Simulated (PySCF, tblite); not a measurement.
Compound: CH12OSi5.
Geometry (GFN2-xTB, Å), atoms numbered from 1 in this order:
```
atom  x, y, z in Å
C1     2.9241   -0.0064   -0.0823
Si2    1.2686   -0.4433   -0.9239
Si3    0.0520    1.5367   -1.2632
Si4   -1.5841    1.6053    0.4040
Si5   -1.8555   -0.6021    1.1208
O6    -2.9725   -1.3372    0.1656
Si7    0.0394   -1.8187    0.5313
H8     2.7517    0.4772    0.8756
H9     3.5208   -0.8942    0.1053
H10    3.5218    0.6693   -0.6870
H11    1.6507   -1.0960   -2.1924
H12   -0.5782    1.5373   -2.5928
H13    0.8873    2.7462   -1.2927
H14   -2.8336    2.2463   -0.0407
H15   -1.1536    2.4605    1.5198
H16   -2.3431   -0.7245    2.5079
H17   -3.8860   -1.0669    0.1498
H18    0.8370   -2.1425    1.7276
H19   -0.2566   -3.1378   -0.0403
```

Jobs on this species (19 atoms, 96 electrons) with PySCF (density fitting) and tblite. Hardware of each: one thread, Arm Neoverse V1 (aarch64) (shared host). Times come from a shared host and carry two figures at best.

| level and settings | work | basis functions | SCF cycles | wall time |
| --- | --- | --- | --- | --- |
| GFN2-xTB | L-BFGS relaxation | – | – | ? |
| PBE0/pcSseg-1 | shieldings, ring-centre shieldings, charges and field gradients, density and orbital grids written | 214 | 13 | 59 s |
| GFN2-xTB | Hessian by finite differences | – | – | 1.2 s |

Question: Fill in the missing figures.

Answer: 
- GFN2-xTB; L-BFGS relaxation: 1.9 s

Question: What do all jobs in the table cost together?

Answer: About 62 s; the longest takes about 95 % of that, and about 49 times as long as the shortest.
